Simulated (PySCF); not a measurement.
## Orbital energies and ionisation energy

Species: Zr(OiPr)Cl3, C3H7Cl3OZr (singlet state).
Structure used (PBE0-D3(BJ)/def2-SVP), in Å, numbered top down from 1:
```xyz
15
C3H7Cl3OZr angstrom
Zr    -0.298   -0.983   -2.276
O      0.097   -0.583   -0.498
C      0.375   -0.102    0.798
C     -0.912   -0.085    1.599
C      1.042    1.255    0.682
H      1.082   -0.818    1.256
H     -1.633    0.613    1.147
H     -0.719    0.233    2.634
H     -1.364   -1.087    1.623
H      1.925    1.194    0.029
H      0.343    1.992    0.257
H      1.366    1.613    1.671
Cl     1.669   -0.682   -3.516
Cl    -1.911    0.554   -3.008
Cl    -1.096   -3.190   -2.354
```

Level: CAM-B3LYP/def2-SVPD (PySCF). Frontier orbitals with their largest atomic shares (Löwdin; up to four atoms above 4 %):

```
orbital  ε (eV)                                main atoms
 HOMO−3  -11.02  Cl15 29 %, Cl13 24 %, Cl14 18 %, Zr1 8 %
 HOMO−2  -10.57           Cl13 33 %, Cl14 33 %, Cl15 32 %
 HOMO−1  -10.48     O2 26 %, Cl13 26 %, Cl15 24 %, C3 6 %
   HOMO  -10.41                                         ?
   LUMO   -0.80  Zr1 68 %, Cl13 12 %, Cl14 11 %, Cl15 5 %
 LUMO+1   -0.78   Zr1 68 %, Cl15 13 %, Cl14 8 %, Cl13 7 %
 LUMO+2    0.03     Zr1 60 %, Cl14 11 %, Cl15 8 %, O2 8 %
```

**Question.** What vertical ionisation energy does ΔSCF give, and how far is −ε(HOMO) from it?

**Answer.** ΔSCF: 10.99 eV (1061 kJ/mol; threshold wavelength 113 nm); ⟨S²⟩ of the doublet left behind is 0.763, against 0.75 for a pure doublet. −ε(HOMO) is 10.41 eV, 0.58 eV below it. For the exact functional −ε(HOMO) would equal the first vertical ionisation energy; CAM-B3LYP (range-separated hybrid) falls short of its own ΔSCF value by 5 %. Holes in the HOMO−1 and HOMO−2 were tried too where these lie within 1.2 eV of the HOMO; the lowest converged state counts.

**Question.** On which atoms does the HOMO lie?

**Answer.** O2 (oxygen bonded to C and Zr) 27 %, Cl14 (chlorine bonded to Zr) 26 %, Cl15 (chlorine bonded to Zr) 11 %, C3 (carbon bonded to 2 C, O and H) 10 %, so no atom holds as much as 40 %. The HOMO−1 lies 0.07 eV lower.

**Question.** What total energies stand behind the ΔSCF value?

**Answer.** E(N) = -1621.08902 Eh and E(N − 1) = -1620.68504 Eh at the same geometry, 0.40398 Eh apart.

**Question.** With α = 123.1 au, estimate the like-pair dispersion coefficient by London's formula C6 = (3/4)α²I.

**Answer.** I = 0.4040 Eh, so C6 ≈ 4590 au, a rough estimate.

Isolated species at its PBE0-D3(BJ)/def2-SVP geometry, gas phase. Atoms past krypton carry effective core potentials; spin–orbit coupling is left out.
